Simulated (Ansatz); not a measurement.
Ansatz (an electronic-structure program) input (B3LYP-D3(BJ)/def2-TZVP):

Ansatz 0.2 input:
```yaml
crystal:
  periodic: [false, false, false]
  atoms:
    - {symbol: Si, position_ang: [0.01086110, -0.00558208, 0.00815402]}
    - {symbol: F, position_ang: [-0.02385691, -0.11761190, 1.61384572]}
    - {symbol: Cl, position_ang: [1.80600647, -0.67415027, -0.54468965]}
    - {symbol: Cl, position_ang: [-0.25725476, 1.92516821, -0.40741025]}
    - {symbol: Cl, position_ang: [-1.48103082, -1.15348097, -0.64935567]}
basis:
  gaussian:
    orbitals: def2-TZVP
hamiltonian:
  xc: b3lyp
  dispersion: d3bj
relax: {f_tol: 0.002, max_steps: 150}
```

Output:

```
Functional definition: B3LYP
integrals: 0.12 GiB planned
1206 factors; their error is unknown
0.23 GiB of the device are held for the grids
1.06 GiB of device memory are held for the factors and their scratch space
mean field: 0.73 GiB planned
mean field evaluation 1: about -48170.6238 eV, gradient 3.8e1 eV
mean field evaluation 2: about -48167.4245 eV, gradient 6.2e1 eV
mean field evaluation 4: about -48172.6729 eV, gradient 7.3e-1 eV
mean field evaluation 8: about -48172.6723 eV, gradient 1.1e-2 eV
mean field evaluation 16: about -48172.7948 eV, gradient 6.3e-5 eV
mean field -48172.79482563 eV, -1770.3175571489 hartree, gradient 6.3e-5 eV, S^2 0.000000; 0 other end points of the search recorded, 0 dependent functions left out
the calculation of the forces begins
reference -48172.79508393 eV, -1770.3175666411 hartree; 37, 37 occupied and 142, 142 virtual orbitals, 1206 factors
relax step   1: F+E_penalty+E_count = -48173.15171142 eV  Δ(F+E_penalty+E_count) = +0.000e0 eV  max|allowed force component| = 1.808e0 eV/Å  Δτ_max = 0.0000 Å  (25 SCF iters, accepted)
these checks for a lower state are left out or cut short: starts, cluster_reference, orbital_swaps, neighbouring_geometries, increment
integrals: 0.12 GiB planned
1206 factors; their error is unknown
0.23 GiB of the device are held for the grids
1.06 GiB of device memory are held for the factors and their scratch space
mean field: 0.72 GiB planned
mean field -48172.85765726 eV, -1770.3198661685 hartree, gradient 1.2e-5 eV, S^2 0.000000; 0 other end points of the search recorded, 0 dependent functions left out
the calculation of the forces begins
reference -48172.85791651 eV, -1770.3198756958 hartree; 37, 37 occupied and 142, 142 virtual orbitals, 1206 factors
relax step   2: F+E_penalty+E_count = -48173.21181030 eV  Δ(F+E_penalty+E_count) = -6.010e-2 eV  max|allowed force component| = 6.950e-1 eV/Å  Δτ_max = 0.0568 Å  (29 SCF iters, accepted)
these checks for a lower state are left out or cut short: starts, cluster_reference, orbital_swaps, neighbouring_geometries, increment
integrals: 0.12 GiB planned
1206 factors; their error is unknown
0.23 GiB of the device are held for the grids
1.06 GiB of device memory are held for the factors and their scratch space
mean field: 0.72 GiB planned
mean field -48172.86419323 eV, -1770.3201063611 hartree, gradient 1.6e-5 eV, S^2 0.000000; 0 other end points of the search recorded, 0 dependent functions left out
the calculation of the forces begins
reference -48172.86445261 eV, -1770.3201158930 hartree; 37, 37 occupied and 142, 142 virtual orbitals, 1206 factors
relax step   3: F+E_penalty+E_count = -48173.21882122 eV  Δ(F+E_penalty+E_count) = -7.011e-3 eV  max|allowed force component| = 1.565e-1 eV/Å  Δτ_max = 0.0125 Å  (30 SCF iters, accepted)
these checks for a lower state are left out or cut short: starts, cluster_reference, orbital_swaps, neighbouring_geometries, increment
integrals: 0.12 GiB planned
1206 factors; their error is unknown
0.23 GiB of the device are held for the grids
1.06 GiB of device memory are held for the factors and their scratch space
mean field: 0.73 GiB planned
mean field evaluation 32: about -48172.7418 eV, gradient 4.1e-4 eV
mean field -48172.86393404 eV, -1770.3200968359 hartree, gradient 1.5e-5 eV, S^2 0.000000; 0 other end points of the search recorded, 0 dependent functions left out
the calculation of the forces begins
reference -48172.86419333 eV, -1770.3201063646 hartree; 37, 37 occupied and 142, 142 virtual orbitals, 1206 factors
relax step   4: F+E_penalty+E_count = -48173.21904784 eV  Δ(F+E_penalty+E_count) = -2.266e-4 eV  max|allowed force component| = 3.021e-2 eV/Å  Δτ_max = 0.0046 Å  (29 SCF iters, accepted)
these checks for a lower state are left out or cut short: starts, cluster_reference, orbital_swaps, neighbouring_geometries, increment
integrals: 0.12 GiB planned
1206 factors; their error is unknown
0.23 GiB of the device are held for the grids
1.06 GiB of device memory are held for the factors and their scratch space
mean field: 0.73 GiB planned
mean field -48172.86435412 eV, -1770.3201122736 hartree, gradient 1.5e-5 eV, S^2 0.000000; 0 other end points of the search recorded, 0 dependent functions left out
the calculation of the forces begins
reference -48172.86461351 eV, -1770.3201218060 hartree; 37, 37 occupied and 142, 142 virtual orbitals, 1206 factors
relax step   5: F+E_penalty+E_count = -48173.21918225 eV  Δ(F+E_penalty+E_count) = -1.344e-4 eV  max|allowed force component| = 8.147e-4 eV/Å  Δτ_max = 0.0039 Å  (29 SCF iters, accepted)
integrals: 0.12 GiB planned
1206 factors; their error is unknown
0.23 GiB of the device are held for the grids
1.06 GiB of device memory are held for the factors and their scratch space
mean field: 0.73 GiB planned
mean field -48172.86435412 eV, -1770.3201122736 hartree, gradient 1.5e-5 eV, S^2 0.000000; 1 other end points of the search recorded, 0 dependent functions left out
the calculation of the forces begins
reference -48172.86461351 eV, -1770.3201218060 hartree; 37, 37 occupied and 142, 142 virtual orbitals, 1206 factors
Total energy: -48173.21944164 eV, -1770.3331614993 hartree
Atom 0 at     0.009521    -0.009709     0.069717 Å, force     0.000023     0.000018    -0.000815 eV/Å
Atom 1 at    -0.024575    -0.119961     1.646181 Å, force    -0.000013    -0.000113     0.000471 eV/Å
Atom 2 at     1.810227    -0.674126    -0.576062 Å, force     0.000270     0.000033     0.000146 eV/Å
Atom 3 at    -0.257403     1.932346    -0.438415 Å, force     0.000004     0.000151     0.000054 eV/Å
Atom 4 at    -1.483045    -1.154207    -0.680877 Å, force    -0.000284    -0.000088     0.000144 eV/Å
Dipole moment:     0.002482     0.008062    -0.115149 e Å
```
